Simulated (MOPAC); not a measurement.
MOPAC input (PM3):

```
PM3 FORCE THERMO(298,298) PRECISE LET CHARGE=1 GEO-OK AUX(PRECISION=9) THREADS=1
H6BO3Si

O     1.29623120 1    1.57887802 1   -0.35240716 1
B     0.76485467 1    0.37831045 1   -0.05877607 1
O     2.01929116 1   -0.47057876 1    0.05315649 1
O    -0.20104125 1   -0.46130046 1    0.16341584 1
Si   -1.92399206 1   -0.47747171 1    0.06815058 1
H     0.67860888 1    2.26136113 1   -0.59117126 1
H     2.87136354 1   -0.04452310 1    0.20343796 1
H     1.96018646 1   -1.31904866 1    0.50805617 1
H    -2.41024546 1    0.87725727 1   -0.32273417 1
H    -2.39186858 1   -0.86295574 1    1.43154397 1
H    -2.26840864 1   -1.50760734 1   -0.95463313 1
```

From the output:

```
     H   11   0.006992   0.005375   0.172171   0.171307   2.155297

          HEAT OF FORMATION =     -62.551715 KCALS/MOLE

          ZERO POINT ENERGY      44.637 KCAL/MOL

           NORMAL COORDINATE ANALYSIS (Total motion = 1 Angstrom)

   Root No.       1         2         3         4         5         6         7         8

                 1 A       2 A       3 A       4 A       5 A       6 A       7 A       8 A

                  41.2      72.2      95.5     212.8     229.3     288.8     308.4     463.6

           1   -0.0012   -0.0101   -0.0472   -0.0361    0.0008    0.0003    0.0027   -0.0017
           2    0.0033    0.0140    0.0646   -0.0806   -0.0019    0.0460   -0.0345   -0.0006
           3   -0.0306   -0.0108    0.0127   -0.0080   -0.0269   -0.0535   -0.0364   -0.0161
           4   -0.0012   -0.0105   -0.0475   -0.0358    0.0003   -0.0032    0.0073    0.0006
           5   -0.0003   -0.0051   -0.0136    0.0023    0.0042   -0.0485    0.0595   -0.0020
           6   -0.0036    0.0284   -0.0082    0.0065    0.0124    0.0713    0.0594    0.1699
           7    0.0028    0.0144    0.0372    0.1015   -0.0173   -0.0149    0.0099   -0.0001
           8   -0.0010   -0.0089   -0.0269   -0.0316    0.0088   -0.0620    0.0768   -0.0031
           9    0.0175   -0.0647    0.0101    0.0017    0.0032    0.0202   -0.0052   -0.0294
          10   -0.0023   -0.0180   -0.0677   -0.0139   -0.0016    0.0351   -0.0447   -0.0022
          11   -0.0032   -0.0242   -0.0451    0.0418   -0.0030    0.0315   -0.0413    0.0016
          12    0.0178    0.1418   -0.0330   -0.0087    0.0059   -0.0295   -0.0245   -0.0353
          13    0.0008    0.0095    0.0519   -0.0254    0.0008   -0.0044    0.0105    0.0002
          14    0.0006    0.0103    0.0058    0.0430   -0.0012    0.0094   -0.0206   -0.0016
          15   -0.0012   -0.0376    0.0072    0.0046    0.0020    0.0001   -0.0023    0.0025
          16   -0.0010   -0.0179   -0.0960    0.0559    0.0199   -0.0716    0.1043    0.0265
          17    0.0041    0.0003    0.0914   -0.1347   -0.0267    0.0160   -0.1344    0.0393
          18   -0.0371    0.1101   -0.0059    0.0372    0.0766    0.4051    0.2995   -0.3900
          19   -0.0007    0.0200    0.0775    0.1722    0.1246   -0.0280   -0.0249    0.0087
          20   -0.0020    0.0225    0.0163    0.0575   -0.0237   -0.0024    0.0353    0.0192
          21    0.0113   -0.1188    0.0119   -0.0273    0.4094   -0.1467    0.0064   -0.0504
          22   -0.0012    0.0141    0.0584    0.1367    0.1108   -0.0196   -0.0255    0.0026
          23   -0.0063   -0.0087   -0.0743   -0.1364   -0.0209   -0.0006    0.0458    0.0257
          24    0.0372   -0.0629   -0.0083    0.0100   -0.3932   -0.0431    0.1533   -0.0661
          25    0.0023    0.0278    0.1387   -0.0394    0.0017   -0.0330    0.0531    0.0095
          26   -0.0341   -0.0005   -0.0886    0.0568   -0.0020    0.0397   -0.0672   -0.0069
          27    0.2720   -0.1151    0.0028    0.0092   -0.0003    0.0084   -0.0013   -0.0344
          28    0.2252    0.0378    0.0487   -0.0298    0.0010   -0.0165    0.0059    0.0448
          29    0.1158   -0.0903    0.0988    0.0344   -0.0032   -0.0075    0.0338   -0.0649
          30   -0.1313   -0.0759    0.0276    0.0060    0.0016    0.0048    0.0122   -0.0434
          31   -0.2225   -0.0151    0.0718   -0.0222    0.0015    0.0011    0.0244   -0.0415
          32   -0.0774    0.1472    0.0590    0.0199    0.0017   -0.0307    0.0070    0.0886
          33   -0.1552   -0.0477    0.0226    0.0057    0.0026    0.0024    0.0080   -0.0255

   Root No.       9        10        11        12        13        14        15        16

                 9 A      10 A      11 A      12 A      13 A      14 A      15 A      16 A

                 550.3     609.4     617.9     696.9     838.6     850.5     853.5     854.9

           1   -0.0074    0.0292    0.0026    0.0711    0.0077   -0.0187    0.0026   -0.0051
           2    0.0094   -0.0022   -0.0003    0.0044   -0.0056    0.0175   -0.0077    0.0031
           3   -0.0013   -0.0008    0.0014    0.0002   -0.0009    0.0026   -0.0013    0.0007
           4   -0.0099    0.0176    0.0009    0.0398   -0.0018    0.0089   -0.0050    0.0014
           5   -0.0363   -0.0050   -0.0031    0.0135   -0.0333    0.0683   -0.0441    0.0107
           6    0.0182    0.0040   -0.0274   -0.0007   -0.0004    0.0004   -0.0005   -0.0033
           7    0.0048   -0.0007    0.0009   -0.0015    0.0004   -0.0043    0.0109    0.0018
           8    0.0100   -0.0162    0.0015   -0.0475    0.0192   -0.0470    0.0270   -0.0077
           9   -0.0481   -0.0074    0.0005   -0.0054    0.0027   -0.0083    0.0046   -0.0010
          10    0.0153    0.0114    0.0040   -0.0528    0.0011   -0.0025   -0.0010   -0.0001
          11    0.0101   -0.0035    0.0044   -0.0884   -0.0060    0.0209   -0.0150    0.0042
          12    0.0011    0.0027   -0.0241   -0.0151   -0.0009    0.0036   -0.0022   -0.0031
          13    0.0028   -0.0378   -0.0054   -0.0148    0.0093    0.0045   -0.0150    0.0012
          14    0.0058    0.0098   -0.0032    0.0689   -0.0169   -0.0248    0.0037   -0.0019
          15   -0.0013   -0.0040    0.0305    0.0098   -0.0023   -0.0007   -0.0000   -0.0149
          16   -0.0907   -0.0108   -0.0141    0.0800   -0.0520    0.1631   -0.0726    0.0295
          17    0.0486    0.0194   -0.0006   -0.0015    0.0251   -0.0754    0.0301   -0.0152
          18    0.0247    0.0008    0.0641    0.0063    0.0020   -0.0068    0.0027    0.0025
          19    0.0016   -0.0137   -0.0028   -0.0734    0.0259   -0.0443   -0.0081   -0.0171
          20   -0.1307   -0.0501   -0.0176   -0.1411    0.0524   -0.1092    0.0136   -0.0326
          21    0.2760    0.0414    0.0334    0.0405   -0.0172    0.0476   -0.0173    0.0116
          22   -0.0342   -0.0103   -0.0035   -0.0350    0.0098   -0.0203   -0.0007   -0.0066
          23   -0.1344   -0.0176   -0.0151    0.0351   -0.0010   -0.0302    0.0805    0.0122
          24    0.2836    0.0331    0.0354    0.0114   -0.0103    0.0383   -0.0309    0.0042
          25   -0.0390    0.2055    0.0326   -0.1344   -0.1596   -0.1048   -0.0990   -0.0122
          26    0.0478   -0.2415   -0.0213    0.1831    0.1651    0.1081    0.1043   -0.0343
          27    0.0162   -0.0047   -0.1430    0.0145    0.0231   -0.0411    0.0214    0.3817
          28   -0.0166    0.0044    0.1532   -0.0533   -0.1072    0.1116    0.2238   -0.1029
          29   -0.0188    0.2525   -0.2065   -0.0385    0.2214    0.1331    0.0499   -0.2024
          30    0.0069    0.0244   -0.1291    0.0140    0.1230   -0.0421   -0.1483    0.0252
          31    0.0054    0.0537   -0.1435   -0.0659   -0.1034    0.0795    0.2290    0.1149
          32   -0.0549    0.1661    0.2944   -0.0156    0.2442    0.0681    0.0214    0.2148
          33   -0.0002    0.0592   -0.0639   -0.0286   -0.0663    0.0508    0.1607    0.0794

   Root No.      17        18        19        20        21        22        23        24

                17 A      18 A      19 A      20 A      21 A      22 A      23 A      24 A

                 862.1    1018.0    1154.0    1660.0    1838.5    1909.5    1913.8    1932.1

           1   -0.0363   -0.0422    0.1227   -0.0049   -0.0754   -0.0006    0.0001   -0.0042
           2    0.0019    0.0463    0.0188   -0.0027   -0.0043   -0.0001   -0.0000   -0.0000
           3   -0.0002    0.0065    0.0028   -0.0003   -0.0010   -0.0000    0.0000   -0.0000
           4   -0.0022    0.0064   -0.0742    0.0111    0.2935    0.0028   -0.0002    0.0173
           5   -0.0261   -0.0799   -0.0966    0.0092   -0.0767   -0.0007    0.0001   -0.0055
           6   -0.0015   -0.0078   -0.0052   -0.0043   -0.0024   -0.0000   -0.0002   -0.0002
           7    0.0473   -0.0147    0.0065   -0.0097   -0.0071   -0.0001    0.0000   -0.0004
           8    0.0067    0.0239   -0.0009   -0.0457    0.0029   -0.0000   -0.0000    0.0003
           9    0.0011   -0.0017   -0.0041   -0.0164    0.0009    0.0000   -0.0000    0.0000
          10    0.0066    0.0375   -0.1182   -0.0009   -0.1140   -0.0022    0.0000   -0.0078
          11    0.0050   -0.0370    0.1077   -0.0012    0.0666    0.0001    0.0000    0.0056
          12    0.0014   -0.0035    0.0093   -0.0001    0.0040    0.0000   -0.0011    0.0004
          13    0.0012   -0.0100    0.0110   -0.0001    0.0022   -0.0215   -0.0011   -0.0065
          14    0.0005    0.0178   -0.0292    0.0001   -0.0051   -0.0119    0.0020    0.0069
          15    0.0007    0.0022   -0.0037    0.0002   -0.0008    0.0001   -0.0258    0.0002
          16    0.0270    0.4526    0.2944   -0.0175   -0.0782   -0.0008    0.0000   -0.0029
          17   -0.0324   -0.2158   -0.0765    0.0032    0.0092    0.0002    0.0000   -0.0004
          18   -0.0000   -0.0313   -0.0114    0.0063    0.0047    0.0001   -0.0000    0.0001
          19   -0.1696    0.0616    0.0014    0.3139    0.0166    0.0003    0.0001    0.0006
          20   -0.2452    0.1053   -0.0222    0.2968    0.0223    0.0003    0.0000    0.0012
          21    0.0470   -0.0056    0.0329    0.1461   -0.0146   -0.0001    0.0001   -0.0006
          22   -0.0585    0.0059   -0.0278   -0.1670    0.0278    0.0001   -0.0001    0.0017
          23    0.3390   -0.0673    0.0695    0.3881   -0.0991   -0.0007    0.0001   -0.0054
          24   -0.0572    0.0385    0.0230    0.1549   -0.0039   -0.0000    0.0002   -0.0001
          25    0.0264    0.0185    0.0283   -0.0004    0.0514    0.4054    0.0334   -0.1889
          26   -0.0250   -0.0119   -0.0409   -0.0005    0.0162    0.3790    0.0327   -0.1736
          27   -0.0257   -0.0017   -0.0049   -0.0000    0.0020    0.0466   -0.0105   -0.0213
          28   -0.0519   -0.0097    0.0102    0.0005   -0.0544    0.0886    0.2648    0.1974
          29    0.0168    0.0118   -0.0358   -0.0012    0.0029   -0.0378   -0.0786   -0.0590
          30    0.0381    0.0020   -0.0165   -0.0004   -0.0901    0.1488    0.3723    0.2908
          31   -0.0633   -0.0100    0.0107   -0.0002   -0.0531    0.1216   -0.2659    0.1858
          32   -0.0028    0.0115   -0.0396    0.0012   -0.0199   -0.0007   -0.0115    0.0099
          33   -0.0419    0.0010    0.0070   -0.0002    0.0860   -0.1992    0.3760   -0.2774

   Root No.      25        26        27

                25 A      26 A      27 A

                3684.5    3821.3    3846.5

           1    0.0001   -0.0252    0.0008
           2    0.0003   -0.0479    0.0013
           3    0.0000   -0.0069    0.0001
           4   -0.0006   -0.0027   -0.0001
           5    0.0001   -0.0021   -0.0024
           6    0.0000   -0.0003   -0.0006
           7   -0.0474   -0.0003   -0.0051
           8    0.0096   -0.0009   -0.0238
           9    0.0008   -0.0007   -0.0136
          10   -0.0001    0.0007   -0.0004
          11   -0.0002   -0.0005    0.0001
          12   -0.0000   -0.0000   -0.0001
          13    0.0000   -0.0000    0.0000
          14    0.0000    0.0002   -0.0001
          15    0.0000    0.0000    0.0000
          16   -0.0006    0.4160   -0.0112
```

The dipole moment of an ion depends on the origin.
